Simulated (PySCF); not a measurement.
**Basis set benchmark on one molecule**

Molecule: SMILES C[SiH](C)C, C₃H₁₀Si.

Structure with atom numbers: `[CH3:1][SiH:2]([CH3:3])[CH3:4]` (H(Xn): hydrogen on atom n).

Geometry PBE0-D3(BJ)/def2-SVP throughout; GIAO in PySCF 2.14, gas phase, one conformer, non-relativistic; equivalent atoms averaged; functional PBE0.

Reference values (measured; C. Corminboeuf, T. Heine, J. Weber, Chem. Phys. Lett. 357 (2002) 1): δ(Si2) = -15.5 ppm vs TMS. Computed shifts are taken against TMS, calculated as an isolated molecule at each level.

Task: How do the basis sets STO-3G, 6-31G, pcSseg-0, 6-31G*, def2-SVP, cc-pVDZ, pcSseg-1, 6-311+G(2d,p), aug-cc-pVDZ, def2-TZVP, IGLO-III, cc-pVTZ, pcSseg-2 perform against the reference? Times are CPU seconds on shared hosts with different chips, so compare them loosely.

Result: 
```
    basis set  functions    Si2  abs. error Si  core-s
       STO-3G         34  -18.6            3.1     1.9
        6-31G         60  -12.4            3.1     3.5
     pcSseg-0         60  -30.9           15.4     3.6
       6-31G*         80   -9.9            5.6     4.3
     def2-SVP        110  -19.5            4.0     5.5
      cc-pVDZ        110  -16.3            0.8     7.5
     pcSseg-1        125  -16.9            1.4     7.3
6-311+G(2d,p)        176  -16.2            0.7      11
  aug-cc-pVDZ        186  -16.2            0.7      16
    def2-TZVP        190  -16.6            1.1      13
     IGLO-III        249  -16.7            1.2      23
      cc-pVTZ        264  -17.2            1.7      26
     pcSseg-2        291  -16.5            1.0      22
```

For 29Si the closest is 6-311+G(2d,p) (0.7 ppm, with aug-cc-pVDZ, cc-pVDZ practically level) and the furthest pcSseg-0 (15.4 ppm). Where a smaller basis beats a larger one, errors probably cancel; the largest sets show where the functional converges. One molecule is a small sample, and vibrational and solvent effects are absent from the calculation.

A small basis that lands close on one nucleus may do so by chance; judge by the trend and by all nuclei.
